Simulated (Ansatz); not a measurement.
Cost and result for the atomization energy of C$_{2}$H$_{8}$O$_{3}$Si$_{2}$, SMILES `C=C[Si](O)(O)O[SiH3]` (15 atoms, 14 bonds).

```xyz
15

C    -0.975    0.985   -1.798
C    -1.557    0.239   -0.862
Si   -0.622   -0.724    0.402
O    -0.811   -2.345    0.261
O    -1.209   -0.330    1.872
O     0.966   -0.382    0.249
Si    2.162    0.653    0.663
H    -1.547    1.536   -2.539
H     0.105    1.077   -1.865
H    -2.644    0.186   -0.850
H    -0.318   -2.789   -0.429
H    -1.155   -0.999    2.556
H     1.624    1.808    1.426
H     2.814    1.146   -0.578
H     3.167   -0.060    1.491
```

Total charge 0; spin multiplicity 1. All single points use the PBE0-D4/def2-TZVP geometry. It is one conformer, not always the lowest. Program: Ansatz. All runs use 2 threads of an AMD EPYC 7R13 on a shared host and a share of an NVIDIA H100 80 GB. Times are those of one run each, without the atoms' runs, and a repeat can differ threefold. Electronic energies, without spin–orbit coupling; frozen cores. CCSD(T)/CBS adds CCSD(T) − MP2 in def2-TZVPP to the MP2 limit, and its time is that of the two runs behind it. T1 = 0.012. B3LYP takes the VWN-RPA correlation (the form of Gaussian; ORCA's B3LYP/G).

CCSD(T)/CBS is a level of theory with its own doubt, some kJ/mol a heavy atom from the limit and from the frozen cores, so smaller differences don't rank the functionals.

```
                             level  functions  wall time
   PBE-D4/def2-TZVPP (with forces)        351      3.3 s
r2SCAN-D4/def2-TZVPP (with forces)        351      3.8 s
                ωB97X-V/def2-TZVPP        351      4.1 s
                 B2PLYP/def2-TZVPP        351      4.3 s
                PBE0-D4/def2-TZVPP        351      4.9 s
 B3LYP-D4/def2-TZVPP (with forces)        351      4.9 s
  ωB97M-V/def2-TZVPP (with forces)        351        6 s
                    MP2/def2-QZVPP        665        8 s
                CCSD(T)/def2-TZVPP        351       15 s
                 CCSD(T)/CBS(def2)          –       23 s
```

(1) What atomization energy does each give, and how far from CCSD(T)/CBS? (Estimate.)

Results:

(1) Computed: 
```
                             level  atomization (kJ/mol)  difference from CCSD(T)/CBS  per bond
   PBE-D4/def2-TZVPP (with forces)                6070.8                         27.3       1.9
r2SCAN-D4/def2-TZVPP (with forces)                6023.3                        -20.2      -1.4
                ωB97X-V/def2-TZVPP                6028.4                        -15.1      -1.1
                 B2PLYP/def2-TZVPP                5951.7                        -91.8      -6.6
                PBE0-D4/def2-TZVPP                5967.7                        -75.8      -5.4
 B3LYP-D4/def2-TZVPP (with forces)                6000.9                        -42.6      -3.0
  ωB97M-V/def2-TZVPP (with forces)                6035.2                         -8.3      -0.6
                    MP2/def2-QZVPP                6100.3                         56.8       4.1
                CCSD(T)/def2-TZVPP                5872.4                       -171.1     -12.2
                 CCSD(T)/CBS(def2)                6043.5                          0.0       0.0
```

The D4 term adds +61.1 kJ/mol with B3LYP and +32.8 kJ/mol with PBE0; it sums over pairs of atoms, weighted by their polarisabilities, and B3LYP, whose exchange is more repulsive, gets the larger term. From PBE to PBE0 (25 % exact exchange), in def2-TZVPP and without D4, the atomization energy moves by −97.7 kJ/mol: exact exchange takes away binding that semilocal exchange gives to molecules. In def2-TZVPP, CCSD(T) changes the Hartree–Fock value by +1455.2 kJ/mol (the triples alone add +85.3 kJ/mol) and MP2 by +1579.9 kJ/mol; breaking electron pairs costs correlation energy, which Hartree–Fock lacks.
